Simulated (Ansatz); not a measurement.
Geometry optimisation, RKS PBE0-D4/STO-3G (Ansatz 0.2.0).

Input:

```yaml
crystal:
  periodic: [false, false, false]
  atoms:
    - { symbol: O, position_ang: [0.3033, 1.9909, 1.224] }
    - { symbol: B, position_ang: [1.0114, 0.7912, 1.1053] }
    - { symbol: Si, position_ang: [0.0822, -0.855, 0.6161] }
    - { symbol: Si, position_ang: [-0.7614, -0.6075, -1.3797] }
    - { symbol: F, position_ang: [-1.9466, 0.6399, -1.3386] }
    - { symbol: H, position_ang: [0.287, 2.443, 0.3016] }
    - { symbol: H, position_ang: [2.2053, 0.7956, 1.3141] }
    - { symbol: H, position_ang: [1.1306, -1.9371, 0.5772] }
    - { symbol: H, position_ang: [-0.916, -1.14, 1.6722] }
    - { symbol: H, position_ang: [0.2041, -0.314, -2.3496] }
    - { symbol: H, position_ang: [-1.5345, -1.8639, -1.7219] }
basis:
  gaussian: { orbitals: STO-3G }
hamiltonian:
  xc: pbe0
  dispersion: d4
relax:
  f_tol: 0.02
  max_steps: 40
scf:
  lower_state_search: "off"
output:
  orbitals: {}
```

Launched with:

```bash
$ ansatz run input.yaml --threads 1 --pin off --max-ram 2048MiB --backend cpu --events-out ev --progress --plain --runs-dir out
```

Task: Where does it end, and by what steps?

Result: The run converged. Limits of this set-up: minimal basis. After 27 steps the energy has fallen by 2.399 eV; H11 moved furthest, 1.22 Å.

```json
{"step": "0", "energy less start (eV)": "0.0000", "largest force component (eV/Å)": "4.160", "accepted": "yes"}
{"step": "1", "energy less start (eV)": "-0.3194", "largest force component (eV/Å)": "1.138", "accepted": "yes"}
{"step": "2", "energy less start (eV)": "-0.5286", "largest force component (eV/Å)": "1.683", "accepted": "yes"}
{"step": "3", "energy less start (eV)": "-0.8365", "largest force component (eV/Å)": "2.807", "accepted": "yes"}
{"step": "4", "energy less start (eV)": "-1.2831", "largest force component (eV/Å)": "2.101", "accepted": "yes"}
{"step": "5", "energy less start (eV)": "-1.5209", "largest force component (eV/Å)": "1.044", "accepted": "yes"}
{"step": "6", "energy less start (eV)": "-1.5782", "largest force component (eV/Å)": "0.191", "accepted": "yes"}
{"step": "7", "energy less start (eV)": "-1.5687", "largest force component (eV/Å)": "0.320", "accepted": "no"}
{"step": "8", "energy less start (eV)": "-1.5843", "largest force component (eV/Å)": "0.113", "accepted": "yes"}
{"step": "9", "energy less start (eV)": "-1.5948", "largest force component (eV/Å)": "0.070", "accepted": "yes"}
{"step": "10", "energy less start (eV)": "-1.6156", "largest force component (eV/Å)": "0.207", "accepted": "yes"}
{"step": "11", "energy less start (eV)": "-1.6887", "largest force component (eV/Å)": "0.412", "accepted": "yes"}
{"step": "12", "energy less start (eV)": "-1.9082", "largest force component (eV/Å)": "0.707", "accepted": "yes"}
{"step": "13", "energy less start (eV)": "-2.2242", "largest force component (eV/Å)": "0.958", "accepted": "yes"}
{"step": "14", "energy less start (eV)": "-2.1019", "largest force component (eV/Å)": "2.361", "accepted": "no"}
{"step": "15", "energy less start (eV)": "-2.3135", "largest force component (eV/Å)": "1.302", "accepted": "yes"}
{"step": "16", "energy less start (eV)": "-2.3674", "largest force component (eV/Å)": "0.186", "accepted": "yes"}
{"step": "17", "energy less start (eV)": "-2.3554", "largest force component (eV/Å)": "0.446", "accepted": "no"}
{"step": "18", "energy less start (eV)": "-2.3749", "largest force component (eV/Å)": "0.040", "accepted": "yes"}
{"step": "19", "energy less start (eV)": "-2.3827", "largest force component (eV/Å)": "0.028", "accepted": "yes"}
{"step": "20", "energy less start (eV)": "-2.3897", "largest force component (eV/Å)": "0.109", "accepted": "yes"}
{"step": "21", "energy less start (eV)": "-2.3868", "largest force component (eV/Å)": "0.347", "accepted": "no"}
{"step": "22", "energy less start (eV)": "-2.3943", "largest force component (eV/Å)": "0.050", "accepted": "yes"}
{"step": "23", "energy less start (eV)": "-2.3969", "largest force component (eV/Å)": "0.087", "accepted": "yes"}
{"step": "24", "energy less start (eV)": "-2.3970", "largest force component (eV/Å)": "0.103", "accepted": "yes"}
{"step": "25", "energy less start (eV)": "-2.3968", "largest force component (eV/Å)": "0.132", "accepted": "no"}
{"step": "26", "energy less start (eV)": "-2.3982", "largest force component (eV/Å)": "0.081", "accepted": "yes"}
{"step": "27", "energy less start (eV)": "-2.3986", "largest force component (eV/Å)": "0.011", "accepted": "yes"}
```

```xyz
11
Properties=species:S:1:pos:R:3
O 0.396 1.954 0.593
B 0.833 0.894 1.266
Si 0.411 -0.942 0.640
Si -0.788 -0.537 -1.226
F -0.850 1.163 -1.299
H -0.170 1.680 -0.266
H 1.472 1.083 2.235
H 1.553 -1.751 0.280
H -0.403 -1.728 1.539
H -0.210 -0.926 -2.498
H -2.179 -0.946 -1.244
```

Time of the run: 65 s on 1 thread of Arm Neoverse V1, with other jobs on the host, peak memory 0.14 GiB.
